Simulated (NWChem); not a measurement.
Species: SiH2Br2; SMILES [SiH2](Br)Br

Results from NWChem. Geometry: optimised at PBE0/def2-SVP.

For level BLYP/def2-TZVPD:

- highest occupied level (eV): -7.22
- orbital gap (eV): 5.61

Problem. What are these values for level TPSS/def2-TZVPD?

Solution. The highest occupied level (eV) is -7.53 and the orbital gap (eV) is 6.01.
